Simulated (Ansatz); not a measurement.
System: CH₃Cl₂Si, net charge 0, doublet state. It need not be the lowest isomer of its formula. 
Structure (B3LYP-D3(BJ)/def2-TZVP (Ansatz, a quantum-chemistry and plane-wave program) minimum search):
```xyz
7

Si    -0.1266    -0.0676     0.5873
C     -1.9827    -0.2641     0.4354
Cl     0.7982    -1.5672    -0.5052
Cl     0.4203     1.7694    -0.2027
H     -2.2907    -1.2332     0.8287
H     -2.4901     0.5270     0.9882
H     -2.2646    -0.2005    -0.6181
```
Charge 0, spin multiplicity 2.

Total electronic energies in hartree. Valence correlation only, unless marked. UHF or UKS for open shells. No spin-orbit coupling. No relativistic terms. CBS(X,Y): correlation extrapolated as X^-3; Hartree-Fock from the larger set. The bracket is a focal-point correction in the basis named.

| level | program | energy (Eh) |
|---|---|---|
| RI-HF/aug-cc-pV(Q+d)Z | Ansatz | -1247.71761 |
| PBE-D3(BJ)/def2-TZVPD | Ansatz + dftd3 | -1249.35672 |
| BLYP-D3(BJ)/def2-TZVPD | Ansatz + dftd3 | -1249.91301 |
| r2SCAN-D3(BJ)/def2-TZVPD | Ansatz + dftd3 | -1249.82441 |
| r2SCAN-D4/def2-TZVPD | Ansatz + dftd4 | -1249.82407 |
| B3LYP/def2-TZVPD | Ansatz | -1249.97962 |
| PBE0/6-31G* | Ansatz | -1249.34706 |
| PBE0/def2-SVP | Ansatz | -1248.98961 |
| PBE0-D3(BJ)/def2-TZVP | Ansatz + dftd3 | -1249.46299 |
| PBE0-D3(BJ)/def2-TZVPD | Ansatz + dftd3 | -1249.46467 |
| PBE0-D4/def2-TZVP | Ansatz + dftd4 | -1249.46258 |
| MP2/STO-3G | Ansatz | -1234.09366 |
| MP2/cc-pVTZ | Ansatz | -1248.34777 |
| RI-MP2/cc-pV(Q+d)Z | Ansatz | -1248.42488 |
| SCS-MP2/cc-pV(T+d)Z | Ansatz | -1248.34669 |
| CCSD/aug-cc-pV(T+d)Z | Ansatz | -1248.41949 |
| CCSD/cc-pVTZ | Ansatz | -1248.39767 |
| CCSD(T)/STO-3G | Ansatz | -1234.12287 |
| CCSD(T)/6-31G | Ansatz | -1247.70882 |
| CCSD(T)/cc-pV(D+d)Z | Ansatz | -1248.20213 |
| RI-MP2/CBS(cc-pV(T+d)Z,cc-pV(Q+d)Z)+[CCSD(T)-MP2]/cc-pV(D+d)Z | Ansatz | -1248.5309 |
| RI-MP2/CBS(aug-cc-pV(T+d)Z,aug-cc-pV(Q+d)Z)+[CCSD(T)-MP2]/aug-cc-pV(T+d)Z | Ansatz | -1248.5513 |
| RI-MP2/CBS(cc-pV(T+d)Z,cc-pV(Q+d)Z)+[CCSD(T)-MP2]/cc-pV(T+d)Z | Ansatz | -1248.5487 |

Totals of different functionals don't rank their quality; only differences between species are comparable.
